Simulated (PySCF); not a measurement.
Finite-field polarisability of Be (beryllium, neutral)

[He] 2s2, closed-shell 1S. Computed with PySCF 2.14 in dyall-acv3z (15s9p4d2f, 76 functions), with the spin-free X2C one-electron Hamiltonian (Gaussian nucleus). Frozen: 1s2. Energy changes in a uniform field (μhartree):

| axis | F (au) | HF | MP2 | CCSD | CCSD(T) |
| --- | --- | --- | --- | --- | --- |
| x | 0.0021 | -100.574 | -93.451 | -83.438 | -83.438 |
| x | 0.0042 | -402.622 | -374.117 | -334.044 | -334.044 |

Task: Derive α along x at CCSD(T) from the two fields.

Result: With ΔE = −αF²/2 − γF⁴/24, α = −(16 ΔE(F) − ΔE(2F))/(6F²) = 37.83 bohr³.

Task: And the mean polarisability at each level?

Result: HF 45.60, MP2 42.37, CCSD 37.83, CCSD(T) 37.83 bohr³. Reference: 37.74 ± 0.03 bohr³ (recommended; Schwerdtfeger and Nagle, table of static dipole polarizabilities (2023 update)).
